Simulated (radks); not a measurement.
The numbers below are computed, except where a source is named.
Task: Radial electron density D(r) = 4 pi r^2 rho(r) of an atom or ion with 23 electrons. Level of theory: scalar-relativistic Kohn-Sham, LB94 model potential, spin-polarised, spherical densities, finite nucleus; Fermi nuclear charge, rms radius of each element as measured or else 0.836 A^(1/3) + 0.57 fm (a radial shooting solver on a logarithmic mesh with Libxc functionals).

| r (bohr) | D(r) (e/bohr) | spin D(r) |
|---|---|---|
| 0.003613 | 2.233 | 0.000119 |
| 0.004557 | 3.336 | 0.000178 |
| 0.005793 | 4.981 | 0.000265 |
| 0.007306 | 7.208 | 0.000384 |
| 0.009287 | 10.32 | 0.000552 |
| 0.01171 | 14.20 | 0.000764 |
| 0.01477 | 18.87 | 0.00103 |
| 0.01878 | 24.17 | 0.00136 |
| 0.02368 | 29.08 | 0.00175 |
| 0.02986 | 32.74 | 0.00230 |
| 0.03796 | 34.14 | 0.00337 |
| 0.04788 | 32.76 | 0.00583 |
| 0.06038 | 29.65 | 0.0121 |
| 0.07676 | 27.20 | 0.0292 |
| 0.0968 | 28.28 | 0.0709 |
| 0.1231 | 33.25 | 0.177 |
| 0.1552 | 38.00 | 0.411 |
| 0.1957 | 37.26 | 0.897 |
| 0.2488 | 29.09 | 1.82 |
| 0.3138 | 19.51 | 3.17 |
| 0.3957 | 15.55 | 4.74 |
| 0.503 | 17.70 | 6.00 |
| 0.6344 | 19.18 | 6.19 |
| 0.8 | 15.59 | 5.15 |
| 1.017 | 8.813 | 3.31 |
| 1.283 | 3.526 | 1.63 |
| 1.63 | 0.9083 | 0.541 |
| 2.056 | 0.1566 | 0.117 |
| 2.593 | 0.01583 | 0.0138 |

What is the nuclear charge?

Result: Z = 28. The innermost maximum, from 1s, lies near gamma/Z bohr with gamma = sqrt(1 - (Z/c)^2) = 0.979, here 0.035 bohr (found: 0.0377), and its height grows with Z. The density is that of the nickel ion Ni5+ in [Ar] 3d5; the configuration itself is not fixed sharply by these data, and Z only to about a unit. D(r) has 3 maxima, at r = 0.0377, 0.171, 0.609 bohr, and minima at 0.0812, 0.399 bohr, inside which lie 2.11, 10.80 electrons.
